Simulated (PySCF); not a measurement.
## Structure from NMR data

An unknown has the formula C6H10N2OSi. Its calculated NMR data are:

1H NMR (400 MHz, computed): δ 6.80 (br s, 1H), 6.40 (br s, 1H), 5.20 (s, 2H), 2.87 (m, 2H), 2.73 (m, 2H), 0.50 (br s, 2H).

13C{1H} NMR (computed): δ 214.6 (C), 160.1 (C), 142.4 (CH2), 125.2 (C), 44.9 (CH2), 13.3 (CH2).

[PySCF 2.14.0 with density-fitted response routines: PBE0/pcSseg-1 with gauge-including orbitals; GFN2-xTB structure; gas phase; relativity neglected; rapidly exchanging positions averaged; a single conformation]

δ = σ(ref) − σ, references computed at the same level: 1H (σref 31.72), 13C (σref 186.93) vs TMS.

Question: Choose the structure that fits.
A. C=C[C@@H](/C=N/C)O[SiH2]C#N
B. C=C(OC)[SiH2]/N=C/CC#N
C. CC(=O)c1cn(C)nc1[SiH3]
D. C=C([SiH2]N)C(=O)CCC#N
E. CN[SiH2]Oc1ccccn1
F. CC(=O)c1cnn(C)c1[SiH3]

Answer: D. 

- The formula gives 4 degrees of unsaturation (no ring in the answer).
- 6 carbon signals for 6 carbons: no two carbons are equivalent.
- Carbon types of the structure: 3 × C, 3 × CH2, leaving 4 H on heteroatoms.
- δC 214.6: ketone carbonyl carbon; low-lying n→π* states of the double bond to the heteroatom give a large paramagnetic term (-281 ppm).
- δC 160.1: α carbon of a C=C–C=O unit; as expected for a trigonal carbon in a double bond.
- δC 142.4: β carbon of a C=C–C=O unit; conjugation with the carbonyl draws π density from the β position.
- δC 125.2: nitrile carbon; this is the usual window of a C≡N carbon, which has no attached hydrogen.
- δH 2.87: hydrogen on an sp3 CH2 α to a carbonyl; α to C=O.

The others: CN[SiH2]Oc1ccccn1 would give 6 signals for carbon-bound and other non-exchanging H, not 5; CC(=O)c1cnn(C)c1[SiH3] would give 4 signals for carbon-bound and other non-exchanging H, not 5; CC(=O)c1cn(C)nc1[SiH3] would give 4 signals for carbon-bound and other non-exchanging H, not 5; C=C(OC)[SiH2]/N=C/CC#N would give 6 signals for carbon-bound and other non-exchanging H, not 5; C=C[C@@H](/C=N/C)O[SiH2]C#N would give 8 signals for carbon-bound and other non-exchanging H, not 5.

The OH or NH signal is concentration- and solvent-dependent in practice; the value given is the gas-phase one. Shifts are as computed. Against solution values, carbons near 30 ppm lie about +3 ppm off and those near 130 ppm about +5 ppm. Of 1309 compounds with measured shifts, 239 miss one by over three times the rms of a fit or turn the order of signals round; such compounds aren't used in these exercises. Multiplicities follow the n + 1 count of equivalent neighbours, as no J values were calculated; m marks all less simple cases, F and P coupling included.
